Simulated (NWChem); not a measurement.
C₂H₈GaN; SMILES [CH3][Ga]([CH3])[NH2]

```xyz
12

Ga     0.0141    -0.0035    -0.0094
C     -0.9126    -1.7406    -0.0143
H     -0.2112    -2.5833    -0.1046
H     -1.6270    -1.7961    -0.8512
H     -1.4921    -1.8738     0.9133
C     -0.8538     1.7583     0.1286
H     -1.5703     1.9021    -0.6959
H     -0.1250     2.5817     0.0980
H     -1.4237     1.8382     1.0681
N      1.8287    -0.0271    -0.1521
H      2.4130     0.8001    -0.1550
H      2.3869    -0.8689    -0.2257
```
Atoms are numbered in this order, from 1.

Results from NWChem. Pople sets run with spherical d functions. Geometry: optimised at PBE0/def2-SVP. GIAO values for the isolated, static molecule; σ is the absolute isotropic shielding, δ = σ(reference) − σ with the isolated reference molecule computed at the same levels (13C: tetramethylsilane, 1H: tetramethylsilane, 15N: ammonia).

Problem. Predict the results for Hartree-Fock/6-31G*. Quantities: σ Ga1 (ppm); δ C2 (ppm); δ H3 (rotor mean) (ppm); δ N10 (ppm); δ H11 (ppm).

Solution. 
```json
{
  "σ Ga1 (ppm)": "1569.2",
  "δ C2 (ppm)": "-6.6",
  "δ H3 (rotor mean) (ppm)": "-0.25",
  "δ N10 (ppm)": "38.3",
  "δ H11 (ppm)": "0.78"
}
```
